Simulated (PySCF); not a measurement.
## How methods differ on the excitation energy of Ti²⁺

Ti²⁺ [Ar] 3d2 (3F) → Ti²⁺ [Ar] 3d1 4s1 (3D), as a difference of total energies. All numbers are calculated (PySCF 2.14, the spin-free X2C one-electron Hamiltonian (Gaussian nucleus), in x2c-TZVPPall with one added diffuse shell each of s, p, d, f type (7s6p5d3f1g, 80 functions)). Correlated levels: valence: [Ar] frozen; valence and next inner shell: [Ne] frozen. The calculations carry no spin-orbit coupling.

| method | excitation energy (cm⁻¹) |
| --- | --- |
| UHF | 37409 |
| LDA | 39573 |
| PBE0 | 40796 |
| r2SCAN | 42672 |
| wB97X | 43005 |
| TPSS | 42946 |
| B97-3 | 41580 |
| MN15 | 39395 |
| SCS-MP2 (valence) | 37498 |
| MP2 (valence and next inner shell) | 36714 |
| SCS-MP2 (valence and next inner shell) | 37054 |

Question: Estimate what PBE gives.

Answer: 40209 cm⁻¹, closest to PBE0 among the rows shown.

Question: Estimate what MP2 (valence) gives.

Answer: 37676 cm⁻¹, closest to SCS-MP2 (valence) among the rows shown.
